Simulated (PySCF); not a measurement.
Species: C6H9N3.
Structure used (PBE0-D3(BJ)/def2-SVP), in Å, numbered top down from 1:
```xyz
18
C6H9N3 angstrom
C     -3.1903    0.7273    0.2867
C     -2.2472    0.5051   -0.6282
C     -1.4525   -0.7589   -0.7244
N     -0.0268   -0.5132   -0.6677
C      0.6832    0.1461    0.2782
C      1.9905    0.0606   -0.1614
C      3.2481    0.5973    0.4266
N      1.9822   -0.6363   -1.3289
N      0.7728   -0.9751   -1.6248
H     -3.7593    1.6601    0.3046
H     -3.4363   -0.0212    1.0472
H     -2.0139    1.2701   -1.3781
H     -1.6127   -1.2577   -1.6924
H     -1.7412   -1.4639    0.0718
H      0.2155    0.6065    1.1441
H      3.3096    1.6926    0.3279
H      4.1037    0.1615   -0.1061
H      3.3386    0.3522    1.4951
```

Definitions: NICS(0) = −σiso at the ring centroid; NICS(1) = −σiso and NICS(1)zz = −σzz at ±1 Å along the ring normal z. Level: GIAO B3LYP/pcSseg-1 (PySCF, non-relativistic, gas phase) on the PBE0-D3(BJ)/def2-SVP geometry, one conformer.

Ring bond lengths (Å): N4–C5 1.354, C5–C6 1.382, C6–N8 1.360, N8–N9 1.290, N9–N4 1.330.

Problem. Give the NICS values of each ring in ppm.

Solution. 
```csv
ring,type,NICS(0),"NICS(1), two faces","NICS(1)zz, two faces",rms pucker (Å),"centre to ring atoms, mean (Å)"
N4–C5–C6–N8–N9,5-membered ring with 3 N; formal bonds all aromatic,-12.2,-12.6 / -12.7,-31.5 / -31.4,0.00,1.14
```

Problem. What can be read from them?

Solution. 
- N4–C5–C6–N8–N9: mean NICS(1)zz -31.5 ppm, shielded. The ring is flat and has no four-coordinate atom; by the NICS criterion it is aromatic.

Problem. How equal are the bonds by HOMA? HOMA = 1 − mean of α(R − Ropt)² over the ring bonds, with Krygowski's 1993 parameters (CC: Ropt 1.388 Å, α 257.7 Å⁻²; CN: Ropt 1.334 Å, α 93.52 Å⁻²; NN: Ropt 1.309 Å, α 130.33 Å⁻²).

Solution. 
- N4–C5–C6–N8–N9: HOMA 0.96; the largest term is that of C6–N8, α(R − Ropt)² = 0.06. The geometric and the magnetic index point the same way.

Problem. At the second NICS(1) probe listed for ring N4–C5–C6–N8–N9, 1 Å off the ring, how large is the induced field along the normal in 7.05 T applied along it?

Solution. NICSzz × B0 = -31.4 ppm × 7.05 T = -221 μT, against the applied field.

Problem. How do the values depend on the level or the medium?

Solution. 
```
                                 level  NICS(0), N4–C5–C6–N8–N9  mean NICS(1)zz, N4–C5–C6–N8–N9
                   B3LYP/pcSseg-1, gas                    -12.2                           -31.5
                    PBE0/pcSseg-1, gas                    -12.5                           -32.1
        PBE0/pcSseg-1, IEF-PCM benzene                    -12.5                           -32.1
PBE0/pcSseg-1, IEF-PCM tetrahydrofuran                    -12.5                           -32.1
```

The geometry is the same throughout; the continuum's cavity takes Bondi-type radii × 1.2.

The run took 52 s on one thread of an Arm Neoverse N1, no GPU, shared host. This is the whole shielding run at B3LYP/pcSseg-1, SCF included.
